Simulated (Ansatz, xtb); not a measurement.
Process, species as SMILES: C[Si](C)(C)O[SiH2]Cl + 6 [H][H] (H2) -> 3 C (CH4) + Cl (HCl) + O (H2O) + 2 [SiH4] (SiH4)
Geometries: B3LYP-D3(BJ)/def2-TZVP minima from Ansatz (an electronic-structure program), one conformer each, not searched for the lowest.
Geometry of the first species:
```
Si
O 1 1.6661
Si 2 1.6137 1 144.40
H 3 1.4724 2 109.79 1 146.64
H 3 1.4745 4 111.78 2 -123.75
C 1 1.8654 2 106.42 3 162.33
H 6 1.0920 1 110.97 2 59.41
H 6 1.0920 7 107.94 1 121.94
H 6 1.0927 7 107.89 8 116.36
C 1 1.8663 2 108.17 3 -77.88
H 10 1.0918 1 110.76 2 60.81
H 10 1.0922 11 107.96 1 121.77
H 10 1.0927 11 108.01 12 116.40
C 1 1.8686 2 108.45 3 42.46
H 14 1.0922 1 110.93 2 -61.33
H 14 1.0924 15 108.02 1 -122.11
H 14 1.0927 15 107.79 16 -116.17
Cl 3 2.0752 4 107.27 5 -116.34
```
Charge 0, spin multiplicity 1.

Property: energy of full hydrogenation (electronic energy difference), in eV. Cores are frozen in the correlated levels unless marked. No spin-orbit coupling. Non-relativistic. Basis-set limits of correlation are two-point, X^-3; Hartree-Fock from the larger set. [CCSD(T)-MP2]/basis is that difference in the basis named.

| level | program | energy of full hydrogenation (eV) |
|---|---|---|
| GFN2-xTB | xtb | -0.96 |
| BLYP-D3(BJ)/def2-TZVPD | Ansatz + dftd3 | 1.88 |
| revPBE/def2-TZVPD | Ansatz | ___ |
| r2SCAN-D3(BJ)/def2-TZVPD | Ansatz + dftd3 | ___ |
| B3LYP-D3(BJ)/def2-TZVPD | Ansatz + dftd3 | 1.84 |
| PBE0/def2-TZVP | Ansatz | ___ |
| HSE06-D4/def2-TZVPD | Ansatz + dftd4 | 1.75 |
| CAM-B3LYP-D3(BJ)/def2-TZVPD | Ansatz + dftd3 | ___ |
| wB97X-V/def2-TZVPD | Ansatz | 1.80 |
| B2GP-PLYP-D4/def2-TZVPD | Ansatz + dftd4 | 1.99 |
| SCS-MP2/STO-3G | Ansatz | 1.73 |
| SCS-MP2/aug-cc-pV(D+d)Z | Ansatz | 1.10 |
| SCS-MP2/aug-cc-pV(T+d)Z | Ansatz | 1.92 |
| SCS-MP2/cc-pV(T+d)Z | Ansatz | 1.90 |
| CCSD/aug-cc-pV(T+d)Z | Ansatz | 1.64 |
| RI-MP2/CBS(aug-cc-pV(T+d)Z,aug-cc-pV(Q+d)Z)+[CCSD(T)-MP2]/aug-cc-pV(T+d)Z | Ansatz | 1.99 |

Q: Fill in the missing entries.

A: 
- revPBE/def2-TZVPD, energy of full hydrogenation (eV): 1.27
- r2SCAN-D3(BJ)/def2-TZVPD, energy of full hydrogenation (eV): 2.12
- PBE0/def2-TZVP, energy of full hydrogenation (eV): 1.56
- CAM-B3LYP-D3(BJ)/def2-TZVPD, energy of full hydrogenation (eV): 1.72
